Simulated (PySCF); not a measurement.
# Electron correlation in Ge²⁺ (germanium, charge +2)

[Ar] 3d10 4s2, closed-shell 1S. Computed with PySCF 2.14 in cc-pVTZ-PP with ECP10MDF, with a scalar-relativistic core potential. Frozen: 3s2 3p6 3d10; 2 electrons correlated.

Total MP2 correlation energy: -28.86 mhartree.

Same-spin part 0.00 and opposite-spin part -28.86 mhartree; SCS-MP2 scales them by 1/3 and 6/5 to -34.63 mhartree.

With two correlated electrons CCSD is exact within the correlated space (frozen core and kept virtual orbitals).

```
level  correlation energy (mhartree)
 CCSD                         -39.91
```

Diagnostics: T1 = 0.0047, D1 = 0.0066, largest double amplitude 0.101.

Problem. Is a single reference adequate?

Solution. Mostly. T1 lies below 0.03, but a double amplitude of this size points to a near-degeneracy that CCSD handles and MP2 describes poorly.
